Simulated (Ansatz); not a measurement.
Start from `[SiH3][Se][GeH3]` and change one atom or group to get `C[Se][SiH3]`.

Ansatz, PBE0-D4/def2-TZVP geometries, multiplicity 1. 

Scalar relativity is left out up to krypton.

| property | `[SiH3][Se][GeH3]` |
| --- | --- |
| size of the dipole moment (B3LYP/def2-TZVPP) / D | 1.01 |
| LUMO energy (PBE0/def2-TZVPP) / eV | -0.43 |
| ideal-gas entropy at 298 K and 1 bar (rigid rotor, harmonic PBE0-D4/def2-TZVP) / J/(mol·K) | 367 |
| HOMO–LUMO gap (B3LYP/def2-TZVPP) / eV | 6.08 |
| LUMO energy (B3LYP/def2-TZVPP) / eV | -0.68 |
| HOMO–LUMO gap (PBE0/def2-TZVPP) / eV | 6.56 |

(1) Give the same properties after the change, and the shifts. (Best estimate.)

Answers

(1) Computed: 
| property | `C[Se][SiH3]` | shift |
| --- | --- | --- |
| size of the dipole moment (B3LYP/def2-TZVPP) / D | 1.32 | 0.31 |
| LUMO energy (PBE0/def2-TZVPP) / eV | -0.13 | 0.30 |
| ideal-gas entropy at 298 K and 1 bar (rigid rotor, harmonic PBE0-D4/def2-TZVP) / J/(mol·K) | 327 | -40 |
| HOMO–LUMO gap (B3LYP/def2-TZVPP) / eV | 6.03 | -0.05 |
| LUMO energy (B3LYP/def2-TZVPP) / eV | -0.35 | 0.33 |
| HOMO–LUMO gap (PBE0/def2-TZVPP) / eV | 6.48 | -0.08 |

With PBE0 the HOMO rises by 0.38 eV and the LUMO rises by 0.30 eV, so the gap narrows by about 0.08 eV. PBE moves the HOMO by 0.39 eV and ωB97M-V by 0.34 eV. Dipoles are sizes alone; their direction can turn. Modes under 60 cm⁻¹, often nearly free rotors, make the harmonic entropy too high.

B3LYP here is the variant with VWN-RPA as its local correlation; programs differ in this.

Spin–orbit coupling is left out; it splits and shifts lone-pair levels of the heavy atoms by tenths of an eV.
